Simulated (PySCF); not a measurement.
Atoms are numbered as in `[F:1][B:2]([F:3])[C@@H:4]1[CH2:5][S:6]1` (H(Xn): hydrogen on atom n). Ha(C5) is cis to B2 on the ring; Hb(C5) is trans to B2 on the ring.

Theory: geometry: PBE0-D3(BJ)/def2-SVP, σ from GIAO-KT2/pcSseg-2, in PySCF (in vacuum, one averaged value for each set of equivalent atoms, relativity neglected, one conformer).

Referencing at the same level of theory: ¹³C (σref 182.28), ¹H (σref 31.18) against TMS; ¹⁹F (σref 136.34) vs CFCl3; ¹¹B (σref 98.29) against BF3·OEt2; ³³S (σref 525.25) against CS2.

```tsv
atoms	nucleus	count	δ (ppm)
F1/F3	¹⁹F	2	-123.4
C5	¹³C	1	?
B2	¹¹B	1	22.5
Hb(C5)	¹H	1	?
S6	³³S	1	-177
C4	¹³C	1	14.8
Ha(C5)	¹H	1	2.70
H(C4)	¹H	1	2.17
```

Task: Estimate the values marked ?.

Result: 
- C5: 25.7 ppm, thiirane ring carbon
- Hb(C5): 2.73 ppm, hydrogen on a thiirane ring carbon

A carbon bonded to boron is broadened by the quadrupolar boron nucleus and is often missing from a measured spectrum. Shifts are as computed. Against solution values, carbons near 30 ppm lie about +3 ppm off and those near 130 ppm about -1 ppm. Of 1211 compounds with measured shifts, 218 miss one by over three times the rms of a fit or turn the order of signals round; such compounds aren't used in these exercises. Unscaled 19F shifts against computed CFCl3 carry errors that often reach 10 to 50 ppm.
